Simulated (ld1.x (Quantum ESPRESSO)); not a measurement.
**What one change does to a pseudopotential (O, TM)**

* Element: oxygen (O)
* Generator: ld1.x (Quantum ESPRESSO) 7.5
* Type: norm-conserving Troullier–Martins (Kleinman–Bylander form)
* Functional: PBE
* Relativity: scalar-relativistic
* Frozen core: [He]
* Valence charge: 6
* Reference configuration: 2s2 2p4
* Partial waves: 2s (bound): rc 0.85 bohr; 2p (bound): rc 1.45 bohr; 3d channel at 0.15 Ry: rc 1.35 bohr
* Local potential: all-electron potential smoothed inside 0.65 bohr (lloc = -1)
* Core correction: none

All-electron outer shells of the reference configuration (PBE, scalar-relativistic, ld1.x):

```csv
shell,level (eV),outermost node (bohr),outermost maximum (bohr)
1s,-514.70,–,0.13
2s,-23.96,0.28,0.87
2p,-9.03,–,0.82
```

Change: wave 2s (bound): rc 0.85 bohr becomes 2s (bound): rc 1.20 bohr.

Cutoffs: the cutoffs (Ry, on a coarse ladder) from which the occupation-weighted sum of valence levels, in a spherical-Bessel basis at the reference potential, stays within 10 and 1 mRy of its value at 400 Ry; they do not see the model core or the augmentation charge, which bear on the density cutoff. Errors are all-electron minus pseudo energies relative to the spin-unpolarised reference configuration.

Task: What does the change do?

Result: The potential gets softer (80 Ry and 180 Ry → 70 Ry and 110 Ry); of the 7 tests that both files solve, the error grows in 5 and shrinks in 1 by more than 15 % and 0.3 meV (median size 35.7 → 100.2 meV); neither file shows a bound ghost. A larger radius leaves more room for a smooth pseudo-wave, so fewer plane waves are needed.

| quantity | base | changed |
| --- | --- | --- |
| cutoff, loose | 80 Ry | 70 Ry |
| cutoff, tight | 180 Ry | 110 Ry |
| loose cutoff by channel (10 mRy a level) | s 60 Ry, p 55 Ry | s 40 Ry, p 55 Ry |
| bound ghosts | none | none |
| error for 2s2 2p3, meV [ΔE 16.43 eV] | +13 | +18 |
| error for 2s2 2p2, meV [ΔE 50.02 eV] | +146 | +183 |
| error for 2s2 2p1, meV [ΔE 103.89 eV] | +677 | +804 |
| error for 2s2 2p0, meV [ΔE 180.79 eV] | +2149 | +2445 |
| error for 2s0 2p6, meV [ΔE 29.94 eV] | +36 | +100 |
| error for 2s1 2p4, meV [ΔE 31.66 eV] | -32 | -27 |
| error for 2s2 2p3.5, meV [ΔE 6.29 eV] | +1.4 | +2.3 |
| s: phases at 1.59 bohr within 0.05 rad from the reference energy up to (Ry; the scan ends near 5) | 4.9 | 4.1 |
| p: phases at 1.59 bohr within 0.05 rad from the reference energy up to (Ry; the scan ends near 5) | 4.1 | 4.1 |
| d: phases at 1.59 bohr within 0.05 rad from the reference energy up to (Ry; the scan ends near 5) | to the end of the scan | to the end of the scan |
